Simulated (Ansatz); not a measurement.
`ClC[SiH2][SeH]` and `ClC[SiH2][TeH]` differ in one element.

Ansatz, PBE0-D4/def2-TZVP geometries, multiplicity 1. Each molecule was computed in one conformer, which needn't be the lowest.

Elements past krypton have def2 core potentials. Scalar relativity is left out up to krypton.

| property | `ClC[SiH2][SeH]` |
| --- | --- |
| size of the dipole moment (B3LYP/def2-TZVPP) / D | 1.16 |
| size of the dipole moment (ωB97M-V/def2-TZVPP) / D | 1.15 |
| size of the dipole moment (PBE/def2-TZVPP) / D | 1.16 |
| LUMO energy (PBE/def2-TZVPP) / eV | -1.10 |
| LUMO energy (ωB97M-V/def2-TZVPP) / eV | 1.56 |
| HOMO–LUMO gap (B3LYP/def2-TZVPP) / eV | 6.56 |

(1) Give the same properties after the change, and the shifts. (Estimate.)

## Answers

(1) Ansatz gave: 
```
                                          property  `ClC[SiH2][TeH]`  shift
  size of the dipole moment (B3LYP/def2-TZVPP) / D              1.11  -0.05
size of the dipole moment (ωB97M-V/def2-TZVPP) / D              1.05  -0.10
    size of the dipole moment (PBE/def2-TZVPP) / D              1.10  -0.06
                 LUMO energy (PBE/def2-TZVPP) / eV             -1.61  -0.51
             LUMO energy (ωB97M-V/def2-TZVPP) / eV              1.03  -0.53
             HOMO–LUMO gap (B3LYP/def2-TZVPP) / eV              5.46  -1.10
```

With PBE0 the HOMO rises by 0.54 eV and the LUMO falls by 0.62 eV, so the gap narrows by about 1.16 eV. PBE moves the HOMO by 0.42 eV and ωB97M-V by 0.62 eV. Dipoles are sizes alone; their direction can turn.

B3LYP here is the variant with VWN-RPA as its local correlation; programs differ in this.

Spin–orbit coupling is left out; it splits and shifts lone-pair levels of the heavy atoms by tenths of an eV.
